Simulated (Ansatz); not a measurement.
A search over several starts for the lowest SCF solution of Li₈S₄ at the given spin, in a small basis.

```yaml
crystal:
  periodic: [false, false, false]
  atoms:
    - {symbol: Li, position_ang: [-1.213555, -1.906804, 1.210699]}
    - {symbol: Li, position_ang: [2.042900, 0.145911, -1.044037]}
    - {symbol: Li, position_ang: [1.525178, -1.185102, 2.151815]}
    - {symbol: Li, position_ang: [0.074980, -1.307593, -2.175828]}
    - {symbol: Li, position_ang: [0.616187, 2.381461, -0.547730]}
    - {symbol: Li, position_ang: [-2.194564, 0.927146, -1.353397]}
    - {symbol: Li, position_ang: [-0.789847, 0.693438, 2.327324]}
    - {symbol: Li, position_ang: [-0.286493, 0.073916, -0.096062]}
    - {symbol: S, position_ang: [1.067276, -1.849011, -0.100544]}
    - {symbol: S, position_ang: [-2.359405, 0.057840, 0.740687]}
    - {symbol: S, position_ang: [0.014836, 0.979931, -2.256499]}
    - {symbol: S, position_ang: [1.502528, 0.988878, 1.143571]}
basis:
  gaussian: {orbitals: def2-SVP, initial_orbitals: start.molden}
magnetization: {spin_polarized: true, initial_magnetization: 2}
hamiltonian: {xc: pbe0, dispersion: d4}
output: {orbitals: {seedname: orbitals}}
```

The file start.molden holds the orbitals of an earlier run on this structure, at another level or in another basis.

```sh
$ ansatz run in.yaml --threads 4 --pin off --events-out ev --progress --plain --max-ram 8704MiB
```

It prints (some lines left out):

```
Functional definition: PBE0
1664 factors; integrals over basis functions are off by at most 3.6e-4 eV
mean field evaluation 1: about -44958.9925 eV, gradient 4.2e-1 eV
mean field evaluation 2: about -44959.2237 eV, gradient 5.0e-4 eV
mean field evaluation 4: about -44959.2237 eV, gradient 2.1e-5 eV
mean field evaluation 8: about -44958.9052 eV, gradient 3.5e0 eV
mean field evaluation 16: about -44959.2237 eV, gradient 3.3e-2 eV
mean field evaluation 32: about -44959.1260 eV, gradient 1.2e0 eV
mean field -44959.22372562 eV, -1652.2209974602 hartree, gradient 2.1e-5 eV, S^2 2.005407; 8 other end points of the search recorded, 0 dependent functions left out
reference -44959.22379135 eV, -1652.2209998756 hartree; 45, 43 occupied and 99, 101 virtual orbitals, 1664 factors
Total energy: -44959.57591265 eV, -1652.2339400947 hartree
```

Hardware: 4 threads of Intel Xeon Platinum 8259CL on a shared host. Wall time 19 s, peak host memory 0.72 GiB.

At PBE0-D4/def2-TZVP a singlet of charge 0 lies 3.13 eV below the triplet, each at its own geometry. The structure comes from a short search, and lower isomers may exist.
